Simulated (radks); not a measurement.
Charge is removed step by step from the 1s down level of Ru+, starting from 1s(up 1, down 1) 2s2 2p6 3s2 3p6 3d10 4s2 4p6 4d7. All-electron calculation, scalar-relativistic Kohn-Sham, PBE, spin-polarised, spherical densities, finite nucleus; open shells are filled with parallel spins first (spin-orbit coupling, left out, can overturn this in heavy ions); Fermi nuclear charge, rms radius 4.4809 fm. Program: a radial shooting solver on a logarithmic mesh with Libxc functionals.

removed (e) = 0: E - E(0) (eV) 0.000; eigenvalue (eV) -21944; E minus straight line (eV) 0.000
removed (e) = 0.125: E - E(0) (eV) 2745.8; eigenvalue (eV) -22008; E minus straight line (eV) -26.195
removed (e) = 0.25: E - E(0) (eV) 5499.6; eigenvalue (eV) -22072; E minus straight line (eV) -44.407
removed (e) = 0.375: E - E(0) (eV) 8261.3; eigenvalue (eV) -22133; E minus straight line (eV) -54.786
removed (e) = 0.5: E - E(0) (eV) 11030.6; eigenvalue (eV) -22194; E minus straight line (eV) -57.529
removed (e) = 0.625: E - E(0) (eV) 13807.2; eigenvalue (eV) -22251; E minus straight line (eV) -52.901
removed (e) = 0.75: E - E(0) (eV) 16590.8; eigenvalue (eV) -22305; E minus straight line (eV) -41.280
removed (e) = 0.875: E - E(0) (eV) 19380.9; eigenvalue (eV) -22352; E minus straight line (eV) -23.264
removed (e) = 1: E - E(0) (eV) 22176; eigenvalue (eV) -22384; E minus straight line (eV) 0.000

Removing the whole electron costs 22176 eV by Delta-SCF, against 21944 eV from minus the eigenvalue at the starting occupation. Slater's transition state (half an electron removed) gives 22194 eV. Integrating minus the eigenvalue over the occupation (Janak's theorem) gives 22185 eV. In this scalar-relativistic scheme the density is built from large components alone, so the theorem holds only approximately. The mean slope of the eigenvalue, de/dn, is 440 eV per electron.
